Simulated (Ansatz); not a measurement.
The lowest singlet and triplet of OS (SMILES O=S); geometries from B3LYP-D3(BJ)/def2-TZVP, each state relaxed from the structure named, with no frequency check, low spin by broken symmetry.
Singlet (charge 0, multiplicity 1):
```xyz
2

O      0.000     0.000    -0.993
S      0.000     0.000     0.497
```
Triplet (charge 0, multiplicity 3):
```xyz
2

O      0.000     0.000    -0.993
S      0.000     0.000     0.497
```

A positive gap puts the triplet lower; no zero-point energy. R- takes a restricted singlet, here one determinant of a half-filled degenerate or near-degenerate pair, which mixes singlet states. U- takes an unrestricted singlet (broken symmetry where lower, unprojected). The triplet is unrestricted in single-reference levels. Active spaces average the two states.

Cores are frozen in the correlated methods.

Codes used: Ansatz (Gaussian orbitals). Each number belongs to the level named beside it.

Q: One of these levels gives 0.338 eV for the gap E(singlet) − E(triplet), adiabatic. Which?
(A) R-CCSD/cc-pV(T+d)Z
(B) U-SVWN5/def2-TZVPP (spin-contaminated)
(C) R-CCSD(T)/cc-pV(T+d)Z
(D) SA-CASSCF(12,8)/cc-pV(Q+d)Z

A: B, U-SVWN5/def2-TZVPP (spin-contaminated). The others give 1.109 (R-CCSD/cc-pV(T+d)Z), 1.017 (R-CCSD(T)/cc-pV(T+d)Z), 0.756 (SA-CASSCF(12,8)/cc-pV(Q+d)Z)

Doubts at one or more of the structures used: a restricted determinant that unrestricted orbitals would lower (R-CCSD/cc-pV(T+d)Z, R-CCSD(T)/cc-pV(T+d)Z).

Ansatz is a first-principles code.
